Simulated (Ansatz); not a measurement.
Species: C6H13, charge 0, multiplicity 2. It need not be the lowest isomer of its formula. SMILES: [CH2]CC(C)(C)C
Coordinates optimised at B3LYP-D3(BJ)/def2-TZVP (Ansatz, a first-principles code):
```xyz
19

C      1.9162     0.4091     0.9748
C      1.1664     0.3183    -0.3012
C     -0.3421    -0.0725    -0.1809
C     -1.0871     0.9704     0.6576
C     -0.4743    -1.4526     0.4699
C     -0.9360    -0.1134    -1.5919
H      1.9410     1.3265     1.5462
H      2.3926    -0.4595     1.4078
H      1.6387    -0.4216    -0.9560
H      1.2085     1.2796    -0.8241
H     -2.1505     0.7284     0.7178
H     -0.9948     1.9663     0.2174
H     -0.6942     1.0133     1.6747
H      0.0616    -2.2109    -0.1063
H     -0.0709    -1.4515     1.4838
H     -1.5228    -1.7537     0.5255
H     -0.8530     0.8594    -2.0821
H     -0.4210    -0.8487    -2.2145
H     -1.9941    -0.3834    -1.5601
```
Charge 0, spin multiplicity 2.

Wanted: atomisation energy (electronic, to ground-state atoms), in kcal/mol. Correlated levels leave the core frozen unless marked. Open shells are spin-unrestricted. Spin-orbit coupling is left out. Non-relativistic. The coupled-cluster limit lacks core correlation, which all-electron functionals hold. Basis-set limits of correlation are two-point, X^-3; Hartree-Fock from the larger set. [CCSD(T)-MP2]/basis is that difference in the basis named.

```
level                                                     program  atomisation energy (kcal/mol)  minus last row
-------------------------------------------------  --------------  -----------------------------  --------------
BLYP/def2-TZVPD                                            Ansatz                         1751.0           -32.8
r2SCAN/def2-TZVPD                                          Ansatz                         1786.9             3.1
PBE0-D3(BJ)/def2-TZVP                              Ansatz + dftd3                         1797.4            13.6
PBE0-D4/def2-TZVPD                                 Ansatz + dftd4                         1796.9            13.1
PBE0/def2-QZVPP                                            Ansatz                         1790.7             6.9
BHLYP-D3(BJ)/def2-TZVPD                            Ansatz + dftd3                         1752.0           -31.8
r2SCANh-D4/def2-TZVPD                              Ansatz + dftd4                         1784.2             0.4
HSE06-D3(BJ)/def2-TZVPD                            Ansatz + dftd3                         1796.7            12.9
HSE06-D4/def2-TZVPD                                Ansatz + dftd4                         1797.7            13.9
wB97X-V/def2-TZVPD                                         Ansatz                         1783.8             0.0
B2GP-PLYP-D3(BJ)/def2-TZVPD                        Ansatz + dftd3                         1763.6           -20.2
PBE-QIDH/def2-TZVPD                                        Ansatz                         1776.9            -6.9
MP2/6-31G                                                  Ansatz                         1563.5          -220.3
RI-MP2/cc-pVTZ                                             Ansatz                         1759.7           -24.1
RI-MP2/CBS(cc-pVTZ,cc-pVQZ)+[CCSD(T)-MP2]/cc-pVTZ          Ansatz                         1783.8             0.0
```
